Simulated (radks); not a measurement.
The lead ion Pb+ inside a hard spherical wall (all orbitals vanish at R), configuration held at [Hg] 6p1 and not refilled when levels cross. Method: scalar-relativistic Kohn-Sham, PBE, spin-unpolarised, spherical densities, point nucleus; computed with a radial shooting solver on a logarithmic mesh with Libxc functionals. Eigenvalues in eV, with the zero of energy where the potential of the charges vanishes at infinity; a dash marks a level that is unbound or too diffuse for the functional's potential to be trusted. A positive occupied level is held by the wall or, in an anion where self-interaction has pushed it up, behind a barrier. The pressure on the wall is -dE/dV.

R (bohr)  E (hartree)  kinetic (hartree)    e(5p)    e(5d)    e(6s)   e(6p)  e(7s, empty)  e(6d, empty)  pressure (GPa)
free      -20881.6663          23610.909  -93.540  -28.853  -19.228  -9.857        -4.447             -               0
15        -20881.6663          23610.909  -93.540  -28.853  -19.228  -9.857        -4.443        -2.905        < 0.0001
12        -20881.6663          23610.909  -93.539  -28.852  -19.228  -9.856        -4.394        -2.836        < 0.0001
10        -20881.6662          23610.910  -93.535  -28.847  -19.224  -9.851        -4.189        -2.636         0.00199
5         -20881.6022          23611.324  -92.256  -27.626  -18.105  -7.870         7.849         4.564            8.69
3         -20879.9984          23619.091  -81.799  -17.761   -3.616  14.245        79.561        44.201             827
2.5       -20877.0727          23631.754  -70.936   -6.577   16.869  42.111        150.57        84.112            3710
2         -20866.9694          23671.924  -46.372   21.691   75.515  115.70        312.97        176.66           21600
1.5       -20823.1528          23826.152   25.884   110.60   274.95  344.37        757.93        433.76          186000
